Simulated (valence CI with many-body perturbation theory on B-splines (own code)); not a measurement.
Which ion has this spectrum?

A relativistic CI+MBPT calculation for an atom or ion with 21 electrons gives these levels (eV):

| J | Parity | E | g |
| --- | --- | --- | --- |
| 3/2 | even | 0.00 | 0.72 |
| 5/2 | even | 70.33 | 1.05 |
| 3/2 | even | 76.72 | 1.16 |
| 9/2 | even | 80.39 | 1.03 |
| 7/2 | even | 80.60 | 1.03 |
| 1/2 | even | 82.19 | 1.80 |
| 5/2 | even | 106.16 | 1.23 |
| 7/2 | even | 149.48 | 1.12 |
| 9/2 | even | 154.18 | 1.13 |
| 3/2 | even | 159.56 | 1.10 |
| 1/2 | even | 162.56 | 1.52 |
| 11/2 | even | 163.79 | 1.08 |
| 5/2 | even | 164.07 | 1.29 |
| 5/2 | even | 173.16 | 1.09 |

The energies are calculated, and their last digits are not significant.

(1) Which is it?
A. Os55+
B. W53+
C. Re54+
D. Pt57+

Results:

(1) C. Re54+, ground level (3d3/2^3) J=3/2.
